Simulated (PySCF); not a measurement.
## Radial density of Pd⁺ (palladium, charge +1)

UHF, [Kr] 4d9, 2D determinant. Calculation: PySCF 2.14, in ANO-RCC-VTZP; scalar relativity by spin-free X2C-1e.

```json
{"r (bohr)": "0.0274", "4πr²ρ (e/bohr)": "57.00", "4πr²(ρα − ρβ)": "-0.0007"}
{"r (bohr)": "0.0461", "4πr²ρ (e/bohr)": "50.02", "4πr²(ρα − ρβ)": "-0.0005"}
{"r (bohr)": "0.0776", "4πr²ρ (e/bohr)": "68.06", "4πr²(ρα − ρβ)": "0.0127"}
{"r (bohr)": "0.131", "4πr²ρ (e/bohr)": "64.96", "4πr²(ρα − ρβ)": "0.0879"}
{"r (bohr)": "0.220", "4πr²ρ (e/bohr)": "50.55", "4πr²(ρα − ρβ)": "0.1913"}
{"r (bohr)": "0.369", "4πr²ρ (e/bohr)": "51.37", "4πr²(ρα − ρβ)": "0.0478"}
{"r (bohr)": "0.621", "4πr²ρ (e/bohr)": "15.87", "4πr²(ρα − ρβ)": "0.2003"}
{"r (bohr)": "1.05", "4πr²ρ (e/bohr)": "16.39", "4πr²(ρα − ρβ)": "0.8407"}
{"r (bohr)": "1.76", "4πr²ρ (e/bohr)": "4.946", "4πr²(ρα − ρβ)": "0.4141"}
{"r (bohr)": "2.96", "4πr²ρ (e/bohr)": "0.5118", "4πr²(ρα − ρβ)": "0.0386"}
{"r (bohr)": "4.97", "4πr²ρ (e/bohr)": "0.01578", "4πr²(ρα − ρβ)": "-0.0001"}
{"r (bohr)": "8.37", "4πr²ρ (e/bohr)": "5.083e-05", "4πr²(ρα − ρβ)": "0.0000"}
```

Densities and radii are taken from the X2C orbitals without a picture-change correction, which distorts them close to the nucleus.
